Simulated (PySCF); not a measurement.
# Basis-set dependence of population analyses: hexafluoroethane

Hexafluoroethane, C2F6.
Cartesian coordinates in Å at the PBE0-D3(BJ)/def2-SVP level; atoms count from 1:
```
atom  x, y, z in Å
F1     1.390   -0.297   -1.013
C2     0.757   -0.075    0.128
F3     1.231    1.031    0.679
F4     0.969   -1.094    0.946
C5    -0.755    0.078   -0.134
F6    -0.967    1.096   -0.954
F7    -1.229   -1.029   -0.684
F8    -1.387    0.301    1.007
```

PBE0 throughout (PySCF), one geometry, spherical d and f functions. Isolated species at its PBE0-D3(BJ)/def2-SVP geometry, gas phase. Atoms taken as equivalent share a column and are averaged.

Mulliken charges (e):

```csv
basis,functions,F1 (×6),C2/C5
STO-3G,40,-0.106,+0.318
pcSseg-0,72,-0.303,+0.908
6-31G,72,-0.246,+0.737
cc-pVDZ,112,-0.147,+0.440
def2-SVP,112,-0.160,+0.480
6-31G*,112,-0.282,+0.847
pcSseg-1,136,-0.247,+0.740
aug-cc-pVDZ,184,-0.424,+1.272
"6-311+G(2d,p)",216,-0.298,+0.894
cc-pVTZ,240,-0.135,+0.404
def2-TZVP,248,-0.134,+0.403
IGLO-III,280,-0.176,+0.528
```

IAO charges (e):

```
        basis  functions  F1 (×6)   C2/C5
       STO-3G         40   -0.133  +0.400
     pcSseg-0         72   -0.236  +0.709
        6-31G         72   -0.236  +0.707
      cc-pVDZ        112   -0.257  +0.772
     def2-SVP        112   -0.258  +0.774
       6-31G*        112   -0.260  +0.779
     pcSseg-1        136   -0.259  +0.778
  aug-cc-pVDZ        184   -0.262  +0.785
6-311+G(2d,p)        216   -0.262  +0.785
      cc-pVTZ        240   -0.264  +0.792
    def2-TZVP        248   -0.264  +0.793
     IGLO-III        280   -0.263  +0.789
```

Hirshfeld charges (e):

```
        basis  functions  F1 (×6)   C2/C5
       STO-3G         40   -0.076  +0.227
     pcSseg-0         72   -0.077  +0.230
        6-31G         72   -0.079  +0.237
      cc-pVDZ        112   -0.072  +0.217
     def2-SVP        112   -0.076  +0.227
       6-31G*        112   -0.076  +0.227
     pcSseg-1        136   -0.078  +0.234
  aug-cc-pVDZ        184   -0.077  +0.230
6-311+G(2d,p)        216   -0.077  +0.232
      cc-pVTZ        240   -0.076  +0.227
    def2-TZVP        248   -0.076  +0.229
     IGLO-III        280   -0.077  +0.231
```

Problem. Which scheme is steadiest as the basis changes?

Solution. Largest range over the bases for any column: Hirshfeld 0.02 e, IAO 0.39 e, Mulliken 0.95 e. Hirshfeld charges move least and Mulliken charges most, counted in e. Without the minimal STO-3G basis the ranges are Hirshfeld 0.02, IAO 0.09, Mulliken 0.87 e.

Problem. How much do the charges still move between the two largest bases, def2-TZVP and IGLO-III?

Solution. At most, over all atoms: Mulliken 0.126 e, IAO 0.004 e, Hirshfeld 0.002 e.

Problem. What do the same runs give for the total energy and the frontier levels?

Solution. 
| basis | energy (Eh) | HOMO (eV) | LUMO (eV) |
| --- | --- | --- | --- |
| STO-3G | -665.0556 | -5.07 | 8.01 |
| pcSseg-0 | -673.0515 | -11.50 | 2.10 |
| 6-31G | -674.4352 | -11.50 | 2.01 |
| cc-pVDZ | -674.6685 | -10.93 | 2.77 |
| def2-SVP | -674.1201 | -11.18 | 2.68 |
| 6-31G* | -674.6209 | -10.77 | 3.01 |
| pcSseg-1 | -674.5854 | -11.41 | 2.34 |
| aug-cc-pVDZ | -674.7249 | -11.39 | 0.53 |
| 6-311+G(2d,p) | -674.8572 | -11.46 | 0.60 |
| cc-pVTZ | -674.8939 | -11.22 | 2.43 |
| def2-TZVP | -674.9334 | -11.33 | 2.19 |
| IGLO-III | -674.9391 | -11.40 | 1.92 |
